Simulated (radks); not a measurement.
Problem. These are the eigenvalues of the occupied orbitals of an atom or ion with whole-number occupations (eV). All-electron calculation, scalar-relativistic Kohn-Sham, LDA (Slater exchange, Perdew-Wang correlation), spin-unpolarised, spherical densities, point nucleus. Program: a radial shooting solver on a logarithmic mesh with Libxc functionals.

orbital  eigenvalue
1s        -510.8679
2s         -23.7535
2p          -9.1976

Which element is it, and in what charge state? The configuration may be excited.

Solution. Z = 8, oxygen, charge 0: O in [He] 2s2 2p4. The list shows which subshells hold electrons but not how many an open one holds; the 1s level, -18.774 hartree, gives Z - s = 6.1 by -(Z - s)^2/2, which with screening and relativity narrows Z to a few neighbours, and the depths of the outer levels then fix element, charge and occupations together.
